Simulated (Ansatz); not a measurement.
The same path of H + H2 (3 atoms, charge 0, multiplicity 2) was run twice with different band settings. Lost on the way: H1–H2. Made: H1–H3.

These are results of UKS PBE0-D4/def2-SVP (Ansatz), not measurements.

Relaxed end points:

```xyz
3
Properties=species:S:1:pos:R:3
H 0.732 -0.071 0.051
H 1.487 -0.146 0.105
H -2.219 0.216 -0.156
```

```xyz
3
Properties=species:S:1:pos:R:3
H -0.732 0.073 -0.052
H 2.219 -0.218 0.157
H -1.487 0.145 -0.105
```

Common settings: movable images 9; climbing image yes; spring 5.0 eV/Å²; start path through a guess of the saddle point; force threshold 0.03 eV/Å; iteration limit 60; end points relaxed.

| run | optimiser |
| --- | --- |
| 1 | quadratic models (default) |
| 2 | lbfgs |

What does each run give, and how far can it be trusted?

Run 1: converged after 6 iterations, highest image 0.201 eV above the first end. A vibrational analysis at the climbing image gives one clearly imaginary mode, 738i cm⁻¹: a first-order saddle point.
Run 2: converged after 11 iterations, highest image 0.201 eV above the first end. Another band between the same ends (9 images) ends at a top of the same energy, where a vibrational analysis finds 1 clearly imaginary mode.
